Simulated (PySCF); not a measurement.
F$_{2}$Sb (SMILES [F][Sb+][F]), charge +1, singlet, geometry from GFN2-xTB (core potentials on Sb). Base run: B3LYP/def2-SVPD (PySCF).

Here is a job for PySCF.
```python
from pyscf import gto, scf, dft, solvent

mol = gto.Mole()
mol.atom = '''
    Sb    0.27132303    0.18031783    0.15614355
    F    -0.93076724    0.46793040   -1.29124916
    F    -0.60672993   -1.48973142    0.40643573
'''
mol.basis = 'def2-svpd'
mol.ecp = {'Sb': 'def2-svpd'}
mol.charge = 1
mol.verbose = 4
mol.build()

mf = dft.RKS(mol)
mf.xc = 'b3lyp'
mf.kernel()
```

Base: HOMO-LUMO gap (eV) 5.80.

A changed run: ΔE vs base (kcal/mol) -28.55; HOMO-LUMO gap (eV) 5.89.

Problem. What was changed between the two runs?
A) model = IEF-PCM; solvent = n-hexane; vdw_scale = 1.4
B) model = IEF-PCM; solvent = n-hexane; vdw_scale = 1.0
C) model = IEF-PCM; solvent = tetrahydrofuran
D) model = IEF-PCM; solvent = acetonitrile
E) model = IEF-PCM; solvent = n-hexane; vdw_scale = 1.1

Solution. A, model = IEF-PCM; solvent = n-hexane; vdw_scale = 1.4

The base is the gas phase, so ΔE is the electrostatic part of solvation at a fixed geometry, without cavity and dispersion terms.
